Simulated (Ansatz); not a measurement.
The pair A = SiH4 (SMILES [SiH4]) (first 5 atoms), B = HBr (SMILES Br); geometry from B3LYP-D3(BJ)/def2-TZVP.
(charge 0, multiplicity 1):
| atom | x (Å) | y (Å) | z (Å) |
|---|---|---|---|
| Si | 0.2156 | -0.2373 | 0.0107 |
| H | 0.8036 | -1.5437 | 0.3764 |
| H | -0.9932 | -0.0054 | 0.8414 |
| H | -0.1808 | -0.2386 | -1.4145 |
| H | 1.1877 | 0.8467 | 0.2677 |
| Br | -0.0522 | -0.0383 | 4.1843 |
| H | -0.7137 | 0.0211 | 2.9209 |

Cores are frozen in the correlated methods. Filled d and f shells under p-block atoms count as core. MP2 and its Hartree–Fock in def2-QZVPPD are density fitted.

The values were computed with Ansatz (Gaussian basis) for Hartree–Fock, density functionals and correlated methods. Each number belongs to the level named beside it.

The counterpoise-corrected interaction energy is E(AB) − E(A in the pair's basis) − E(B in the pair's basis). Total energies (hartree):

```json
[
 {"level": "HF/def2-TZVPPD", "AB": "-2864.2592427", "A in the pair's basis": "-291.2585610", "B in the pair's basis": "-2573.0022631"},
 {"level": "MP2/def2-TZVPPD", "AB": "-2864.5817821", "A in the pair's basis": "-291.4027523", "B in the pair's basis": "-2573.1777887"},
 {"level": "HF/def2-QZVPPD", "AB": "-2864.3175994", "A in the pair's basis": "-291.2678479", "B in the pair's basis": "-2573.0513196"},
 {"level": "MP2/def2-QZVPPD", "AB": "-2864.6669411", "A in the pair's basis": "-291.4210841", "B in the pair's basis": "-2573.2443671"},
 {"level": "CCSD(T)/def2-TZVPPD", "AB": "-2864.6407477", "A in the pair's basis": "-291.4364003", "B in the pair's basis": "-2573.2033243"}
]
```

### Question
Work out the counterpoise-corrected interaction energy at the basis-set limit: extrapolate the MP2 correlation part as X⁻³, take Hartree–Fock from the larger set, and add the CCSD(T) − MP2 difference of def2-TZVPPD.

### Answer

1. Differences (1 hartree = 627.509 kcal/mol): HF/def2-TZVPPD 0.992; MP2/def2-TZVPPD -0.779; HF/def2-QZVPPD 0.984; MP2/def2-QZVPPD -0.935; CCSD(T)/def2-TZVPPD -0.642.
2. Correlation parts, MP2 less HF: -1.771 in def2-TZVPPD (X = 3), -1.919 in def2-QZVPPD (X = 4).
3. Limit (4³·(-1.919) − 3³·(-1.771))/(4³ − 3³) = -2.027; with HF/def2-QZVPPD it gives -1.043.
4. CCSD(T) less MP2 in def2-TZVPPD: 0.137.
Result: -0.91 kcal/mol, against -0.78 at MP2/def2-TZVPPD. It is an estimate of this method's limit, not of the exact value.

Ansatz is a first-principles code.
